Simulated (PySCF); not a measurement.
H₄O₃SSn, SMILES [OH][Sn]([OH])([SH])[OH]. Atoms are numbered in the order given.

```xyz
9

O     -0.6201     1.3807    -1.4910
Sn    -0.2094     0.0305    -0.0761
O     -1.5596     0.4860     1.3355
O     -0.4388    -1.7722    -0.9134
S      2.0483    -0.0905     0.7963
H     -1.1274     2.1063    -1.0739
H     -1.3138     0.0335     2.1669
H     -1.1228    -1.7035    -1.6096
H      2.2103    -1.2710     0.1299
```

Geometry: PBE-D3(BJ)/def2-SVP. The structure was generated by enumeration; whether it is a known compound was not checked. The def2 effective core potentials stand for the cores of Sn; spin–orbit coupling is left out. Other conformers were not sampled.

Level of theory: ωB97X/def2-TZVP (PySCF).

ESP charges are fitted to the potential on shells at 1.4 to 2.0 van der Waals radii. Atomic charges (e):

```tsv
atom	Mulliken	ESP fit	Löwdin
O1	-0.66	-0.71	…
Sn2	1.19	0.95	…
O3	-0.66	-0.68	…
O4	-0.67	-0.75	…
S5	-0.38	-0.32	0.03
H6	0.33	0.44	…
H7	0.33	0.39	…
H8	0.33	0.46	…
H9	0.20	0.22	0.07
```

Task: Some entries are withheld; supply them. (The exact figures need the calculation; the answer reports its results.)

Result: 
- O1, Löwdin: -0.34
- Sn2, Löwdin: 0.43
- O3, Löwdin: -0.35
- O4, Löwdin: -0.35
- H6, Löwdin: 0.17
- H7, Löwdin: 0.17
- H8, Löwdin: 0.17
